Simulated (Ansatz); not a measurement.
Computed with Ansatz on PBE0-D4/def2-TZVP structures; ΔE is electronic, products minus reactants. CCSD(T)/CBS adds triple-zeta CCSD(T) − MP2 to the extrapolated MP2 energy (def2 sets, frozen cores). DFT in def2-TZVPP. B3LYP here is the variant with VWN-RPA as its local correlation; programs differ in this. Each species was taken in one conformer, which may not be the lowest.

`CC(C)OCC1CO1` → `OCC1CO1` + `C=CC`  (alkene loss)

| level | ΔE (kJ/mol) |
| --- | --- |
| B3LYP-D4 | 65.5 |
| MP2/def2-SVP | 93.3 |

**Question.** What does CCSD(T)/CBS give? (An estimate is asked.)

**Answer.** Computed: +71.2 kJ/mol. The listed levels differ from it by -5.7, 22.1 kJ/mol.

Largest T1 diagnostic among the species: 0.011.

From BLYP to BHLYP (50 % exact exchange), in def2-TZVPP and without D4, ΔE moves by +30.4 kJ/mol. The D4 term adds +19.6 kJ/mol with B3LYP and +11.6 kJ/mol with PBE0; it sums over pairs of atoms, weighted by their polarisabilities, and B3LYP, whose exchange is more repulsive, gets the larger term.

CCSD(T)/CBS has its own doubt, a few kJ/mol and more with outer-core shells, so smaller differences from it don't rank the levels.
